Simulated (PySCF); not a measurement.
SiHCl, SMILES [SiH]Cl (connectivity only; charge and spin as stated), neutral, multiplicity 1.

Coordinates come from a PBE-D3(BJ)/def2-TZVP optimisation. The isomer is the one that the SMILES or the coordinates give; other isomers of the formula were not compared.

Two levels are set side by side: PBE/def2-TZVPD (PySCF) and r2SCAN/def2-TZVPD (PySCF). Same geometry, gas phase. Differences are taken from unrounded values.

```tsv
quantity	r2SCAN
orbital gap (eV)	2.42
highest occupied level (eV)	-6.18
lowest empty level (eV)	-3.76
dipole moment (D)	0.95
mean polarisability (bohr³)	47.4
```

Problem. What does PBE give, and how far is it from r2SCAN? (An estimate is asked for; the answer gives what the named calculation found.)

Solution. 
| quantity | PBE | PBE minus r2SCAN |
|---|---|---|
| orbital gap (eV) | 2.09 | -0.33 |
| highest occupied level (eV) | -5.98 | 0.20 |
| lowest empty level (eV) | -3.88 | -0.12 |
| dipole moment (D) | 0.94 | -0.01 |
| mean polarisability (bohr³) | 48.5 | 1.1 |

Rough cost on one machine, each run with all the roots and properties that it gave: r2SCAN against PBE about 4 times.
